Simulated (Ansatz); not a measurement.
Ansatz results at the PBE0-D4/def2-TZVP geometry: HOMO energy (PBE0/def2-TZVPP) -9.86 eV; HOMO–LUMO gap (ωB97M-V/def2-TZVPP) 13.66 eV; size of the dipole moment (PBE/def2-TZVPP) 0.00 D.

Each molecule was computed in one conformer, which needn't be the lowest.

**Question.** Which molecule gave them?
A. `O=C(O)c1ccc(Br)cc1`
B. `[Al][I]`
C. `N#CCCC#N`
D. `O=P`

**Answer.** C. The others give `O=P`: -7.54, 8.82, 2.10; `O=C(O)c1ccc(Br)cc1`: -7.43, 9.71, 1.40; `[Al][I]`: -6.75, 8.44, 1.61.
